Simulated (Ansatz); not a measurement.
Geometry optimisation, Ansatz, RKS LDA/def2-SVP.

input.yaml

```yaml
crystal:
  periodic: [false, false, false]
  atoms:
    - { symbol: Ga, position_ang: [-1.434438, 0.022683, -0.582594] }
    - { symbol: O, position_ang: [1.307463, 0.341913, 0.965724] }
    - { symbol: S, position_ang: [-0.650078, -1.799987, -0.924028] }
    - { symbol: H, position_ang: [1.027832, -0.566383, 0.726898] }
    - { symbol: H, position_ang: [-2.095767, 1.395786, -0.376758] }
    - { symbol: H, position_ang: [1.844989, 0.605988, 0.190858] }
basis:
  gaussian: { orbitals: def2-SVP }
hamiltonian:
  xc: lda
relax:
  f_tol: 0.03
  max_steps: 50
output:
  orbitals: {}
```

Command:

```bash
$ ansatz run input.yaml --threads 2 --pin off --max-ram 3072MiB --backend cpu --events-out ev --progress --plain --runs-dir out
```

Problem. Where does it end, and by what steps?

Solution. The forces met the threshold. After 11 steps the energy has fallen by 0.586 eV; O2 moved furthest, 0.58 Å. Joined: Ga1–O2.

```csv
step,energy less start (eV),largest force component (eV/Å),accepted
0,0.0000,0.386,yes
1,-0.1351,0.872,yes
2,-0.3553,1.097,yes
3,-0.5361,0.441,yes
4,-0.5550,0.344,yes
5,-0.5629,0.810,yes
6,-0.5805,0.137,yes
7,-0.5842,0.049,yes
8,-0.5855,0.031,yes
9,-0.5857,0.046,yes
10,-0.5857,0.044,yes
11,-0.5858,0.016,yes
```

```xyz
6
Properties=species:S:1:pos:R:3
Ga -0.999 0.058 -0.354
O 0.797 0.287 0.700
S -0.551 -1.904 -0.755
H 0.923 -0.686 0.418
H -1.687 1.439 -0.291
H 1.517 0.807 0.282
```

Whether the end is a true minimum wasn't checked by a vibrational analysis.

Time of the run: 11 s on 2 threads of Arm Neoverse V1 (shared host), peak memory 0.14 GiB.
